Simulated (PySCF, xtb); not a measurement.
C2F5, SMILES FC([C](F)F)(F)F, multiplicity 2.

Harmonic wavenumbers (cm⁻¹) from GFN2-xTB (xtb 6.7.1) at its own minimum, in rising order: 33, 167, 178, 334, 382, 432, 525, 527, 585, 761, 984, 1085, 1108, 1239, 1293.

Problem. What does PBE-D3(BJ)/def2-SVP in PySCF give at its own minimum? (An estimate is asked for; the answer gives what the named calculation found.)

Solution. 55, 200, 208, 357, 407, 497, 570, 594, 673, 801, 1095, 1164, 1212, 1282, 1383. Paired by order, the mean absolute difference is 58 cm⁻¹ and the zero-point energies are 13.8 and 15.0 kcal/mol.
